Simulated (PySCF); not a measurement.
Run record: geometry optimisation, [WSI4]-, `[S]=[W-]([I])([I])([I])[I]` [radical].

Method: PBE0-D3(BJ)/def2-SVP geometry optimisation, gas phase, def2 core potentials past Kr (PySCF 2.14.0). Start geometry: GFN2-xTB. The input is one job of a driver script: a line of settings, then coordinates in Å.

Input:
```
{"job": {"xc": "PBE0", "basis": "def2-SVP", "d3": "d3bj", "grid": 1, "maxiter": 40, "kind": "geom"}, "charge": -1, "multiplicity": 2}
W      0.000330    -0.000190     0.074080
S      0.001910    -0.006870     2.262500
I      2.660760     0.013400    -0.608660
I     -0.013290     2.675180    -0.552750
I     -2.661800    -0.010510    -0.606140
I      0.012090    -2.671010    -0.569020
```

Output:
```
step   0  E = -1656.21429829  max force = 0.047239
step   1  E = -1656.21722379  max force = 0.025454
step   2  E = -1656.21862430  max force = 0.002071
step   3  E = -1656.21865970  max force = 0.002949
step   4  E = -1656.21866877  max force = 0.000835
step   5  E = -1656.21866815  max force = 0.000345
optimisation converged
```

Energies in Eh; «max force» is the largest Cartesian gradient component in Eh/bohr.

How much energy does the optimisation release, in kcal/mol?

E(step 0) − E(last step) = 0.004370 Eh, which is 2.7 kcal/mol.

Give the first gradient maximum in eV/Å.

With 1 Eh/bohr = 51.422 eV/Å, 2.429 eV/Å.

Main results: final energy -1656.21867 Eh after 5 steps.

Give the final coordinates.

0.034 Å rms from the input after alignment:
```
atom  x, y, z in Å
W1     0.0000    0.0000    0.1175
S2     0.0009   -0.0080    2.2185
I3     2.6395    0.0085   -0.5941
I4    -0.0065    2.6478   -0.5679
I5    -2.6400   -0.0041   -0.5925
I6     0.0061   -2.6442   -0.5815
```

How long does this job take on one thread of an x86-64 server, no GPU, on a shared host?

About 2.5 min.
Labels such as C1 count atoms from 1, the log's own numbers from 0.

Neither the SCF state along the optimisation nor the shape of the open-shell metal species was proved the lowest: other solutions of the same spin, or a structure of lower symmetry, can lie below.
